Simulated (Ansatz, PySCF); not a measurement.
This Ansatz (a program for electronic structure) input computes a PBE0/def2-TZVPD energy:

Ansatz 0.2 input:
```yaml
crystal:
  periodic: [false, false, false]
  atoms:
    - {symbol: Si, position_ang: [-0.01622909, -0.85494600, 0.16534456]}
    - {symbol: F, position_ang: [-0.11736671, -1.77131459, -1.13931515]}
    - {symbol: Br, position_ang: [-1.82263161, 0.45379605, 0.21744921]}
    - {symbol: Br, position_ang: [1.85930326, 0.34366324, 0.00937972]}
basis:
  gaussian:
    orbitals: def2-TZVPD
hamiltonian:
  xc: {name: PBE0}
magnetization: {spin_polarized: true, initial_magnetization: 1}
output: {forces: true}
```

Write an input for the same energy in PySCF and say what it gives.


```python
from pyscf import gto, scf, dft

mol = gto.M(
    atom='''
    Si   -0.01622909   -0.85494600    0.16534456
    F    -0.11736671   -1.77131459   -1.13931515
    Br   -1.82263161    0.45379605    0.21744921
    Br    1.85930326    0.34366324    0.00937972
    ''',
    basis='def2-tzvpd',
    charge=0,
    spin=1,
    verbose=4,
)

mf = dft.UKS(mol, xc='pbe0').density_fit(auxbasis='def2-universal-jkfit')
mf.grids.level = 3
mf.conv_tol = 1e-9
mf.max_cycle = 100
mf.max_memory = 1500
mf.kernel()
if not mf.converged:
    mf = mf.newton()
    mf.kernel(mf.make_rdm1())
for _ in range(2):
    mo, _, stable, _ = mf.stability(return_status=True)
    if stable:
        break
    mf.kernel(mf.make_rdm1(mo, mf.mo_occ))
mf.analyze()
```
It gives -5537.01097 Eh, and Ansatz -5537.01092 Eh, a difference of 0.05 mEh, from the treatment of integrals and grids.

It need not be the lowest isomer of its formula.
